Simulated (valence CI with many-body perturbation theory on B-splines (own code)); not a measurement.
# From CI to CI+MBPT in In¹⁸⁺

Computed by valence CI with perturbative core correlation (CI+MBPT): three valence electrons over a frozen Dirac-Fock core [Ar] 3d10, radial functions for each j: 11 s, 11 p, 9 d, 7 f, 5 g, 2 h, 1 i, with the one-electron correlation potential Σ1 (screened to all orders), the two-electron term Σ2, the three-electron term Σ3, Breit, model QED; selected single and double excitations, second order for the rest (own B-spline code, finite nucleus).

No measured spectrum was set against this ion. As an estimate, levels hold to about 250 cm⁻¹ or 0.2 % of their energy and the worst to 1 %, as in measured heavy ions of charge 2 to 7; those with d or f electrons hold less well.

Each rung adds one term. CI alone is the Dirac-Coulomb CI over the frozen core; QED comes last and gives the full result, which names the levels. Energies are above 4s2 4p 2P°_1/2 on the same rung, in eV.

Names give the largest LS component (configuration and term), which can be under half, so a name can repeat, a term be missing and a line seem to break the LS rules; names also repeat where a configuration has a term twice. Letters in brackets count levels of one name in rising energy.

| Level | CI alone |
| --- | --- |
| 4s2 4p 2P°_3/2 | 9.70 |
| 4s 4p2 4P_1/2 | 38.38 |
| 4s 4p2 4P_3/2 | 44.03 |
| 4s 4p2 4P_5/2 | 47.29 |
| 4s 4p2 2D_3/2 | 53.73 |
| 4s 4p2 2D_5/2 | 57.60 |
| 4s 4p2 2P_1/2 | 58.60 |
| 4s 4p2 2S_1/2 | 68.07 |
| 4s 4p2 2P_3/2 | 69.42 |
| 4s2 4d 2D_3/2 | 84.47 |
| 4s2 4d 2D_5/2 | 86.15 |
| 4p3 4S°_3/2 [a] | 96.57 |
| 4p3 4S°_3/2 [b] | 103.09 |
| 4p3 2D°_5/2 | 103.46 |
| 4p3 2P°_1/2 | 109.95 |
| 4s 4p 4d 4F°_3/2 | 113.76 |

Problem. What do these energies become with core correlation, Breit and QED?

Solution. 4s2 4p 2P°_3/2 9.70 (-0.004); 4s 4p2 4P_1/2 38.67 (+0.290); 4s 4p2 4P_3/2 44.39 (+0.363); 4s 4p2 4P_5/2 47.56 (+0.272); 4s 4p2 2D_3/2 53.71 (-0.025); 4s 4p2 2D_5/2 57.73 (+0.129); 4s 4p2 2P_1/2 57.95 (-0.642); 4s 4p2 2S_1/2 67.60 (-0.474); 4s 4p2 2P_3/2 68.60 (-0.821); 4s2 4d 2D_3/2 83.76 (-0.709); 4s2 4d 2D_5/2 85.43 (-0.719); 4p3 4S°_3/2 [a] 96.24 (-0.332); 4p3 4S°_3/2 [b] 102.83 (-0.265); 4p3 2D°_5/2 103.44 (-0.021); 4p3 2P°_1/2 109.52 (-0.425); 4s 4p 4d 4F°_3/2 113.97 (+0.211).

Problem. How does the ionisation energy move along the ladder, and which term matters most?

Solution. CI alone 492.86, + Σ1 494.24, + Σ2 494.04, + Σ3 494.01, + Breit 493.64, + QED 493.67 eV. The largest step is Σ1, 1.38 eV. NIST lists 497.1 ± 0.3 eV (semi-empirical), further off than its uncertainty and the later steps.
